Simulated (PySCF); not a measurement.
One of the candidates below gave these computed data.

All candidates are C5H3ClOS.

| technique | computed result |
| --- | --- |
| Rotational structure | rotational constants A, B, C: 3.331, 0.930, 0.727 GHz [GFN2-xTB] |
| NMR, other nuclei | isotropic shieldings of nuclei other than C and H, by class: -219 (1 O), 254 (1 S), 526 (1 Cl) ppm [GIAO PBE0/pcSseg-1] |
| UV, strongest line | among the 8 lowest singlet transitions: S3 at 5.14 eV (241 nm, f = 0.245) [TDDFT B3LYP/def2-SVPD] |
| UV, first state | lowest singlet excitation: 4.53 eV (274 nm, f = 0.000) [TDDFT B3LYP/def2-SVPD] |
| 13C NMR | chemical shifts (computed TMS as zero) by class: 168.3 (1 C), 151.0 (1 C), 141.4 (1 C), 135.0 (1 C), 134.0 (1 C) ppm [GIAO PBE0/pcSseg-1] |
| Dipole | 3.75 D [B3LYP/def2-SVPD] |
| Polarisability | 93.8 au [B3LYP/def2-SVPD] |

Gas-phase values; electronic properties from PySCF, density fitting. Levels stand in brackets. Isolated species at its GFN2-xTB geometry (one conformer only). Each NMR value is the plain mean over a class of atoms that symmetry, rotation or inversion makes alike.

Question: Which candidate is it?
A. `C=CC(=O)C(Cl)=C=S`
B. `O=C(Cl)c1cccs1`
C. `O=C(Cl)c1ccsc1`

Answer: C. It is `O=C(Cl)c1ccsc1`. Numbering: `[O:1]=[C:2]([Cl:3])[c:4]1[cH:5][cH:6][s:7][cH:8]1`. Its formula, C5H3ClOS, gives 4 degrees of unsaturation: 1 ring and 3 π bonds in the structure found (Kekulé form). 5 carbons fall into 5 classes; from least to most shielded: acyl halide carbon [C2] (168.3 ppm), aromatic CH next to a ring sulfur [C8] (151.0 ppm), substituted aromatic carbon [C4] (141.4 ppm), aromatic CH next to a ring sulfur [C6] (135.0 ppm), aromatic CH carbon [C5] (134.0 ppm). The other shieldings belong to: -219 ppm, carbonyl oxygen [O1]; 254 ppm, thiophene-type sulfur [S7]; 526 ppm, chlorine bonded to C [Cl3]. S1 is mainly HOMO−2→LUMO (weight 0.95); the largest Löwdin shares of the orbital it empties are 0.54 on the carbonyl oxygen, 0.31 on the chlorine bonded to C, 0.06 on the acyl halide carbon and 0.04 on the substituted aromatic carbon, of the orbital it fills 0.22 on the acyl halide carbon, 0.22 on an aromatic CH next to a ring sulfur, 0.20 on the carbonyl oxygen and 0.14 on the thiophene-type sulfur. The optimised geometry has point group Cs and is an asymmetric top.

The others, at the same levels:
- `C=CC(=O)C(Cl)=C=S` fails: its computed 13C shifts are 276.5 (1 C), 190.1 (1 C), 140.5 (1 C), 135.5 (1 C), 111.8 (1 C) ppm, rotational constant A is 2.171 GHz (against 3.331 GHz) and smallest rotational constant is 0.650 GHz (against 0.727 GHz).
- `O=C(Cl)c1cccs1` fails: its computed 13C shifts are 166.6 (1 C), 148.9 (1 C), 146.5 (1 C), 145.2 (1 C), 132.5 (1 C) ppm, strongest line among the 8 lowest singlet transitions is S2 at 4.60 eV (269 nm, f = 0.179) (against S3 at 5.14 eV) and rotational constant A is 3.129 GHz (against 3.331 GHz).

Each candidate is one conformer, not necessarily the lowest. Dipoles, sizes and rotational constants follow the conformer. The torsions of the flexible species, by atom-mapped SMILES:
- `[O:1]=[C:2]([Cl:3])[c:4]1[cH:5][cH:6][s:7][cH:8]1`: O1–C2–C4–C5 0°
- `[CH2:1]=[CH:2][C:3](=[O:4])[C:5]([Cl:6])=[C:7]=[S:8]`: C1–C2–C3–O4 1°, C2–C3–C5–Cl6 1°
- `[O:1]=[C:2]([Cl:3])[c:4]1[cH:5][cH:6][cH:7][s:8]1`: O1–C2–C4–C5 180°
